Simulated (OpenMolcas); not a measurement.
Computed levels of 2s² 2p in ions with 5 electrons, in cm-1 above ²P°_1/2.

- Program: OpenMolcas
- Method: XMS-CASPT2, IPEA 0.25 Eh, imaginary shift 0.1 Eh
- Basis: ANO-RCC-VTZP
- Scalar Hamiltonian: DKH2, point nucleus
- Spin-orbit coupling: state interaction with AMFI integrals over the reference wave functions, term energies averaged over their components

Active space for each ion: 3 electrons in 4 orbitals (2s 2p); closed shells correlated by CASPT2: 1s.

```
  Level     B    C+  O3+  F4+  Ne5+
²P°_3/2  14.5  57.2  360  701  1241
```

Q: Estimate ²P°_3/2 for N2+ from its neighbours C+ and O3+.

A: ²P°_3/2 is fine structure, which grows about as the fourth power of a screened charge, so the fourth roots are averaged: ((57.2^0.25 + 360^0.25) / 2)^4 = 159. The calculation gives 158, so the estimate is off by +0.6 %; the measured value is 174 (Moore, Selected Tables of Atomic Spectra, NSRDS-NBS 3, section 5).

CASPT2 breaks the degeneracy within a term, and the mean is taken; among the terms shown or strongly mixed into the levels shown the widest spread is 19 cm-1 (2s² 2p ²P°, N2+). Over all roots computed the reference weight is 0.93 to 0.99 in B, 0.93 to 0.99 in C+; the roots of lowest weight are the least certain, and an intruder state may touch them. Measured partners are found by configuration, term and J. A level has none where our copy of the source lacks it or the pairing is in doubt (some pairs that miss far off the trend of their configuration count as doubtful), and it then counts in no deviation. Levels of configurations outside the active space are missing.

° marks odd parity.
